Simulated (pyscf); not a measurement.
HO–GaH–AsH₂, singlet

Gas-phase minimum from PySCF at ωB97X-D3(BJ)/def2-SVP, one conformer. 

SMILES: [OH][GaH][AsH2]
```xyz
7

O      0.1427     1.4821    -2.1234
Ga     0.5751     1.2025    -0.4101
As    -0.0588    -0.9499     0.3889
H      0.4257     2.3267    -2.4904
H      1.3606     2.3283     0.3476
H     -1.4225    -0.8392    -0.2682
H     -0.5411    -0.3818     1.7138
```
Charge 0, spin multiplicity 1.

Bonded distances (Å): O1–Ga2 1.789, O1–H4 0.963, Ga2–As3 2.382, Ga2–H5 1.568, As3–H6 1.518, As3–H7 1.520. Bond angles (°): Ga2–O1–H4 115.5, O1–Ga2–As3 113.5, O1–Ga2–H5 118.1, As3–Ga2–H5 128.3, Ga2–As3–H6 91.6, Ga2–As3–H7 92.2, H6–As3–H7 93.7.

Properties at ωB97X-D3(BJ)/def2-SVP:

```json
{
  "harmonic_wavenumbers_unscaled": "95, 131, 284, 348, 467, 562, 577, 666, 716, 797, 1014, 1992, 2260, 2278, 3917 cm⁻¹",
  "zero_point_energy": "23.0 kcal/mol",
  "rotational_symmetry_number": "1",
  "Entropy of this conformer at 298 K and 1 atm, rigid rotor and harmonic oscillator, modes under 100 cm⁻¹ raised to 100": "332.8 J/(mol K)",
  "dipole_moment": "1.64 D"
}
```

Single-point totals, which compare only within one level (frozen core for MP2 and CC):

```
level                   total energy (hartree)
----------------------  ----------------------
ωB97X-D3(BJ)/def2-TZVP             -4238.35239
PBE/def2-TZVP                      -4237.71582
r²SCAN/def2-TZVP                   -4238.37270
B3LYP-D3(BJ)/def2-TZVP             -4238.53478
PBE0-D3(BJ)/def2-TZVP              -4237.82487
M06-2X/def2-TZVP                   -4238.39911
ωB97M-D3(BJ)/def2-TZVP             -4238.48509
HF/def2-TZVPP                      -4234.71269
MP2/def2-TZVPP                     -4235.46199
CCSD/def2-TZVPP                    -4235.47323
CCSD(T)/def2-TZVPP                 -4235.50232
```

Soft torsions are taken as harmonic, which can shift the entropy by several J/(mol K). The CCSD(T) − MP2 part came from Ansatz, without density fitting, on the same reference. The frozen core leaves the outer d or s,p core shells of the metals and heavy elements correlated in the MP2 and CC values, and def2-TZVPP describes them poorly, so these totals are far from the basis limit. Elements up to Kr have no core potential and no relativistic terms here.
